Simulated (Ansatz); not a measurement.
`FB(Cl)Br` + H₂ → `FBBr` + HCl at 400 K and 1 bar (hydrogenolysis of a B–Cl bond).

Program: Ansatz. Geometries: PBE0-D4/def2-TZVP. ΔE: electronic, gas phase. CBS: MP2 limit from def2 TZ/QZ plus the TZ coupled-cluster correction, frozen cores. This one scheme is used for every species. For Br outer-core shells are correlated without core-valence functions, which leaves a few kJ/mol of doubt a bond. Scalar relativity is left out up to krypton.

```
   species  CCSD(T)/CBS energy (Eh)  H − E (kJ/mol)  S (J/(mol·K))
`FB(Cl)Br`              -3157.81685            43.1          323.4
        H₂                 -1.17544            38.0          139.0
    `FBBr`              -2698.59010            58.3          288.8
       HCl               -460.38127            29.6          195.4
```

H − E and S are ideal-gas, rigid-rotor, harmonic terms from PBE0-D4/def2-TZVP. The MP2-based limit puts H₂ 0.8 mEh under its directly extrapolated value; such offsets cancel only in part. 1 Eh = 2625.50 kJ/mol, R = 8.31446 J/(mol·K).

By hand: ΔE, ΔH, ΔS and ΔG.

ΔE = (-2698.59010) + (-460.38127) − (-3157.81685) − (-1.17544) = 0.02092 Eh = 54.9 kJ/mol. Δ(H − E) = 58.3 + 29.6 − 43.1 − 38.0 = 6.8, so ΔH = 61.7 kJ/mol. ΔS = 288.8 + 195.4 − 323.4 − 139.0 = 21.8 J/(mol·K). ΔG = 61.7 − 400 × (21.8)/1000 = 53.0 kJ/mol.

By hand: the equilibrium constant, and the temperature at which ΔG would vanish if ΔH and ΔS stayed fixed.

log₁₀ K = −ΔG/(RT ln 10) = -6.9. ΔG = 0 at ΔH/ΔS = 2830 K, far beyond where these terms or the molecules hold.

ΔH outweighs TΔS. A doubt of 5 kJ/mol in ΔE shifts log₁₀ K by 0.7 here. These are equilibria of isolated gas molecules and say nothing of rates. Largest T1 diagnostic: 0.011 (customary marks: 0.02 for closed shells, 0.045 for open ones).
